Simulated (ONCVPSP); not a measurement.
**tellurium (Te), ONCV: configuration errors across variants**

tellurium, optimised norm-conserving Vanderbilt (ONCV), made with ONCVPSP 4.0.1 (PBE, scalar-relativistic). Core [Ar] 3d10 4s2, reference 4p6 4d10 5s2 5p3.75 (charge +0.25). Waves: 5s: rc 1.70 bohr, ncon 4, nbas 8, qcut 3.6 1/bohr, 2 projectors, debl 3.3 Ha; 4p+5p: rc 1.10 bohr, ncon 5, nbas 9, qcut 12.7 1/bohr, 2 projectors; 4d: rc 1.00 bohr, ncon 5, nbas 9, qcut 11.1 1/bohr, 2 projectors, debl 1.5 Ha. Local part: polynomial inside 0.80 bohr (lpopt 2, dvloc0 4 Ha). Core correction: Teter function, fcfact 5.75, rcfact 1.15.

In the d channel the program set the typed energies aside and used -1.608, 0.250 Ha.

All-electron excitation energies from the reference (eV): (1) 4p6 4d10 5s2 5p4 -1.715; (2) 4p6 4d10 5s2 5p3 8.014; (3) 4p6 4d10 5s2 5p2 25.939; (4) 4p6 4d9 5s2 5p4 47.538.

2 further variants failed, have other tests or too few solved ones, and are left out.

A true bound ghost makes a file unfit for plane-wave use even where its test errors are small: the radial tests pick states by their node count and pass the ghost by.

Errors AE − PS in meV (a dash: test not solved or not reliable):

```tsv
change	(1)	(2)	(3)	(4)	bound ghosts	GHOST(+) flags above zero
base	+0.3	-1.6	-6.2	-44	s	none
p: qcut 8.3	+0.3	-1.7	-6.7	-42	s	none
p: qcut 12.6	+0.3	-1.6	-6.2	-44	s	none
p: qcut 14.3	+0.3	-1.6	-6.0	-45	s	none
```

Task: Give the same row for: p: qcut 9.6.

Result: +0.3, -1.7, -6.5, -42; bound ghosts: s; GHOST(+) flags above zero: none.
